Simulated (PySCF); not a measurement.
pyridine (C5H5N), SMILES c1ccncc1. Atoms are numbered in the order given.

```xyz
11

C      0.0000     0.0000     1.3862
C      0.0000     1.1999     0.6725
C      0.0000     1.1429    -0.7252
N      0.0000     0.0000    -1.4157
C      0.0000    -1.1429    -0.7252
C      0.0000    -1.1999     0.6725
H      0.0000     0.0000     2.4792
H      0.0000     2.1645     1.1851
H      0.0000     2.0688    -1.3126
H      0.0000    -2.0688    -1.3126
H      0.0000    -2.1645     1.1851
```
Charge 0, spin multiplicity 1.

Geometry: B3LYP-D3(BJ)/def2-SVP.

The numbers are results of TDDFT-LC-ωPBE/def2-SVPD run with PySCF, not measurements.

Vertical excitations. Gas-phase values at a fixed geometry. State labels are in the subgroup C2v.

```csv
state,symmetry,energy (eV),λ (nm),f,main pairs
S1,B1,5.17,240,0.005,HOMO−1→LUMO 96 %
S2,A2,5.52,225,0.000,HOMO−1→LUMO+1 99 %
S3,B2,5.60,221,0.044,"HOMO→LUMO 75 %, HOMO−2→LUMO+1 25 %"
S4,A1,6.55,189,0.027,"HOMO→LUMO+1 68 %, HOMO−2→LUMO 30 %"
S5,B2,7.58,164,0.512,"HOMO−2→LUMO+1 74 %, HOMO→LUMO 24 %"
S6,A1,7.59,163,0.543,"HOMO−2→LUMO 67 %, HOMO→LUMO+1 31 %"
T1,A1,4.08,304,0,"HOMO→LUMO+1 65 %, HOMO−2→LUMO 29 %"
T2,B1,4.39,282,0,HOMO−1→LUMO 92 %
T3,B2,4.61,269,0,HOMO→LUMO 97 %
T4,A1,5.05,246,0,"HOMO−2→LUMO 67 %, HOMO→LUMO+1 32 %"
```
Triplets are in the Tamm–Dancoff approximation, which puts them higher than full response would, so one can lie above its singlet here.
